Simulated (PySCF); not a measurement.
BeBrGeH3. Atoms are numbered in the order given.

```xyz
6

Be     0.0000     0.0000    -0.1341
Br     0.0000     0.0000    -2.0899
Ge     0.0000     0.0000     2.0559
H      1.2345     0.7127     2.6318
H     -1.2345     0.7127     2.6318
H      0.0000    -1.4255     2.6318
```

Coordinates come from a ωB97X-D3(BJ)/def2-TZVP optimisation.

Calculation: IEF-PCM-B3LYP/def2-SVP in PySCF.

The values are the electrostatic part of the solvation free energy, E(continuum) − E(gas) at the gas-phase geometry, in a cavity of scaled van der Waals radii (PySCF's table); cavitation and dispersion terms are not included. A continuum can't describe solvent molecules that bind to the metal. In vacuum the orbital gap is 6.62 eV. The dipole moment in vacuum is 0.22 D.

### Question
Estimate the values in water (ε = 78.36), benzene (ε = 2.27), methanol (ε = 32.61). (The exact figures need the calculation; the answer reports its results.)

### Answer

```tsv
solvent	ε	ΔG(elec) (kcal/mol)	dipole (D)	gap (eV)
water	78.36	-3.6	0.29	6.81
benzene	2.27	-1.4	0.23	6.69
methanol	32.61	-3.5	0.29	6.80
```
